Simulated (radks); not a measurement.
The samarium ion Sm53+, 9 electrons, occupied as [He] 2s1.75 2p5 3p0.25 (fractional occupations, a model configuration).

Method: non-relativistic Kohn-Sham, r2SCAN, spin-unpolarised, spherical densities, point nucleus; meta-GGA in the generalised Kohn-Sham scheme; relativity is left out, which matters for an element this heavy; computed with a radial shooting solver on a logarithmic mesh with Libxc functionals.

Energy parts (eV):
total: -182791.14
kinetic: 182780.67
electron-nucleus: -376784.97
Hartree: 13701.73
exchange-correlation: -2488.57

Orbitals (lengths in bohr, moments of r in powers of bohr; r(max) is where P^2 peaks; r(90%) holds 90 % of the orbital's charge):
orbital,occ.,eigenvalue (eV),r(90%),r(max)
1s,2,-48402.12,0.0434,0.01622
2s,1.75,-10882.11,0.155,0.08773
2p,5,-10610.81,0.138,0.06817
3p,0.25,-4500.324,0.329,0.2126

The highest occupied level is 3p at -4500.3 eV. The electron density at the nucleus is 1.642e+05 e/bohr^3. Summed over all electrons, <r^2> = 0.08173 bohr^2, which gives a Langevin (diamagnetic) susceptibility term of -0.0647 x 10^-6 cm^3/mol.

Run on one thread of a shared host, so times are rough (Arm Neoverse N1): 0.05 s of CPU time, 0.05 s wall, 8 iterations on 2476 mesh points.
